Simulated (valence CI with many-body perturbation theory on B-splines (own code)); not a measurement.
# Valence orbitals of Er XLVI

Computed by valence CI with perturbative core correlation (CI+MBPT): five valence electrons over a frozen Dirac-Fock core [Ar], radial functions for each j: 7 s, 7 p, 8 d, 6 f, 4 g, 1 h, with the one-electron correlation potential Σ1 (screened to all orders), the two-electron term Σ2, the three-electron term Σ3, Breit, model QED; selected single and double excitations, second order for the rest (own B-spline code, finite nucleus).

The last digits are not significant, and no measured levels were compared; by estimate large intervals hold to a few tenths of a per cent, small ones and those within an open d or f shell to about a per cent. Among the levels kept, up to 250 cm⁻¹ of a level comes from second order outside the variational space, and about a tenth of that is noise between levels of different J, which matters for small intervals. Only levels of the ground parity were solved; by the run's estimate the other parity begins above the list, which can be wrong where configurations are misplaced.

These are the spectroscopic orbitals of the CI (the correlating ones are not listed), shaped by the core and the other valence electrons. h is the expectation value of the core's Dirac-Fock operator, without the valence repulsion; Σ1 is computed up to l = 3 at one energy for each symmetry, that of its lowest orbital but kept below the first core excitation, so for empty shells it is not the orbital's own correlation shift; Breit and QED include the response of the core.

| Orbital | h (hartree) | Σ1 (cm⁻¹) | Breit (cm⁻¹) | QED (cm⁻¹) | ⟨r⟩ (bohr) |
| --- | --- | --- | --- | --- | --- |
| 4s1/2 | -94.125 | -7839 | 10690 | 8135 | 0.4191 |
| 5s1/2 | -57.804 | -3019 | 5196 | 4033 | 0.6819 |
| 6s1/2 | -39.102 | -1517 | 2852 | 2256 | 1.012 |
| 4p1/2 | -91.377 | -10487 | 16984 | 132 | 0.4134 |
| 5p1/2 | -56.44 | -3834 | 8443 | 75.4 | 0.6807 |
| 6p1/2 | -38.331 | -1890 | 4698 | 44.8 | 1.015 |
| 4p3/2 | -88.198 | -9740 | 10079 | 897 | 0.4297 |
| 5p3/2 | -54.894 | -3714 | 5056 | 459 | 0.7007 |
| 6p3/2 | -37.463 | -1860 | 3055 | 262 | 1.039 |
| 3d3/2 | -157.71 | -21528 | 22564 | -1688 | 0.1865 |
| 4d3/2 | -84.389 | -10424 | 8321 | -476 | 0.4065 |
| 5d3/2 | -53.046 | -4032 | 4053 | -217 | 0.6877 |
| 3d5/2 | -155.76 | -19756 | 11860 | -608 | 0.1901 |
| 4d5/2 | -83.659 | -9965 | 4404 | -105 | 0.4108 |
| 5d5/2 | -52.682 | -3818 | 2126 | -36.2 | 0.6930 |
| 4f5/2 | -80.17 | -25589 | 1177 | -322 | 0.3675 |
| 5f5/2 | -51.072 | -10228 | 523 | -153 | 0.6567 |
| 4f7/2 | -79.908 | -20819 | -61.7 | -170 | 0.3694 |
| 5f7/2 | -50.931 | -8300 | 14.3 | -75.3 | 0.6590 |
| 5g7/2 | -49.969 |  | 95.6 | -42.0 | 0.5911 |
| 5g9/2 | -49.904 |  | -35.9 | -4.6 | 0.5922 |

Among the shells of the start configuration 3d5, Σ1 is largest in size for 3d3/2, where it is 0.062 % of h.

Lowest root of each symmetry, sizes in configuration state functions:

```tsv
J	Parity	Roots	Reference	Variational	Second order	Change by selected CI (cm⁻¹)	Change by second order (cm⁻¹)
1/2	even	4	39	17633	1906	-21557	-2
3/2	even	7	67	25055	216174	-20390	-41
5/2	even	10	81	26593	167748	-20006	-108
7/2	even	7	72	24005	115403	-19618	-239
9/2	even	5	56	24033	19990	-20278	-208
11/2	even	3	35	24481	11773	-19537	-42
13/2	even	1	18	19578	6620	-18816	-8
```
